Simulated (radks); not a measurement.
The numbers below are computed, except where a source is named.
Ionisation of Au+, [Xe] 4f14 5d10, to Au2+, [Xe] 4f14 5d9, under several functionals. Scalar-relativistic Kohn-Sham, spin-polarised, spherical densities, point nucleus; open shells are filled with parallel spins first (spin-orbit coupling, left out, can overturn this in heavy ions); a radial shooting solver on a logarithmic mesh with Libxc functionals. Known Delta-SCF values: LDA (Slater exchange, Perdew-Zunger correlation) 21.360 eV; B86b exchange with PBE correlation 21.062 eV; XLYP 20.983 eV. What does BP86 give, and what is its highest occupied eigenvalue?

Answer. 21.169 eV by Delta-SCF; the 5d eigenvalue is -15.456 eV. NIST: 20.20 eV (measured).
